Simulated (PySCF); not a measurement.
C3H8FNSi, SMILES C/N=C/[C@H](F)[SiH3]. The structure is a stationary point at PBE-D3(BJ)/def2-SVP. The structure was generated by enumeration; whether it is a known compound was not checked. Other conformers were not sampled.

Computed with PySCF with PBE-D3(BJ)/def2-SVP.

Harmonic wavenumbers (cm⁻¹): 94, 113, 171, 195, 219, 248, 340, 431, 500, 559, 647, 718, 871, 894, 899, 923, 993, 1028, 1060, 1087, 1109, 1193, 1253, 1308, 1362, 1398, 1415, 1725, 2165, 2186, 2201, 2902, 2907, 2923, 3015, 3037. Rotational constants (GHz): 4.117, 1.735, 1.293; symmetry number 1.

Work out the zero-point energy and the ideal-gas rigid-rotor harmonic-oscillator thermochemistry at 298.15 K and 1 atm.

ZPE = ½ Σ hcν = ½ × 44091 cm⁻¹ = 263.72 kJ/mol. H − E(el) = 287.79 kJ/mol. Entropy in J/(mol K): translation 166.81, rotation 116.92, vibration 84.18, total 367.91. G − E(el) = 178.10 kJ/mol. Cp = 128.78 J/(mol K). Modes under 150 cm⁻¹ make the vibrational entropy uncertain.
